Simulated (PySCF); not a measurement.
**Worked example for AlCl2H3SSi: ionisation energy to the radical cation**

Optimised structure (Å), atoms numbered from 1:
```
Al    0.0011   -0.4742    1.7642
Cl    0.0846   -0.4286    3.8612
Cl   -0.3283   -2.2914    0.7505
S     0.2655    1.3560    0.6272
Si    0.0368    0.5735   -1.4016
H     0.1707    1.7810   -2.2805
H     1.1133   -0.4173   -1.7287
H    -1.3120   -0.0515   -1.5978
```

These are calculated values, r2SCAN-D3(BJ)/ma-def2-SVP in PySCF (grid level 3) at geometries from BP86-D3(BJ)/def2-SVP. The prefix ma- adds one diffuse s and one diffuse p function on all atoms but H. Zero-point energies come from unscaled GFN2-xTB harmonic frequencies. These were taken at the GFN2-xTB minima.

```csv
state,structure,E / Eh
parent,parent,-1851.829776
radical cation,parent,-1851.458659
radical cation,radical cation,-1851.474169
parent,radical cation,-1851.809619
```

Zero-point energy of the radical cation less that of the parent: -0.039 eV. 1 Eh = 27.2114 eV.

Task: Work out the vertical and adiabatic ionisation energy.

Result: Vertical: (-1851.458659) − (-1851.829776) = 0.371117 Eh = 10.10 eV. Adiabatic: 0.355607 Eh = 9.677 eV, and 9.64 eV with zero-point energy.

Task: And the inner reorganisation energy of self-exchange?

Result: The radical cation relaxes by 422.1 meV and the parent by 548.5 meV, so λ = 971 meV.

Caveats: ma-def2-SVP is a small basis, whose errors can reach tens of kJ/mol; spin-orbit coupling is left out of the energies, which matters for open shells on the heavier atoms.
